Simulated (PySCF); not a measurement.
An equivalent PySCF input for Mg⁺ (magnesium, charge +1), [Ne] 3s1, 2S determinant, with scalar relativity by spin-free X2C-1e:

```python
from pyscf import gto, scf, dft, mp, cc
import basis_set_exchange as bse
mol = gto.M(atom="Mg 0 0 0", charge=1, spin=1, symmetry="D2h",
            basis=gto.basis.parse(bse.get_basis("x2c-TZVPall", elements=["Mg"], fmt="nwchem", header=False)),
            nucmod="G")
mf = dft.UKS(mol, xc="B3LYP").sfx2c1e()
mf.irrep_nelec = {'Ag': (3, 2), 'B1u': (1, 1), 'B2u': (1, 1), 'B3u': (1, 1)}
mf.kernel()
```

It reaches the same state as the run whose output follows, with an energy that differs only through the grid. The run itself started from symmetry-adapted Hartree-Fock orbitals and held the occupation by maximum overlap, on a logarithmic radial grid, so the iterations belong to that start.

```
SCF conv_tol = 1e-09
number electrons alpha = 6  beta = 5
XC functionals = B3LYP
    P. J. Stephens, F. J. Devlin, C. F. Chabalowski, and M. J. Frisch.,  J. Phys. Chem. 98, 11623 (1994)
cycle= 1 E= -200.117211171078  delta_E= -0.00242  |g|= 0.0275  |ddm|= 0.118
cycle= 2 E= -200.117301013367  delta_E= -8.98e-05  |g|= 0.0163  |ddm|= 0.0281
cycle= 3 E= -200.117346812181  delta_E= -4.58e-05  |g|= 8.67e-05  |ddm|= 0.0063
cycle= 4 E= -200.117346823498  delta_E= -1.13e-08  |g|= 4.87e-06  |ddm|= 0.000795
cycle= 5 E= -200.117346823522  delta_E= -2.36e-11  |g|= 1.67e-07  |ddm|= 3.78e-05
converged SCF energy = -200.117346823522  <S^2> = 0.75000985  2S+1 = 2.0000098
```
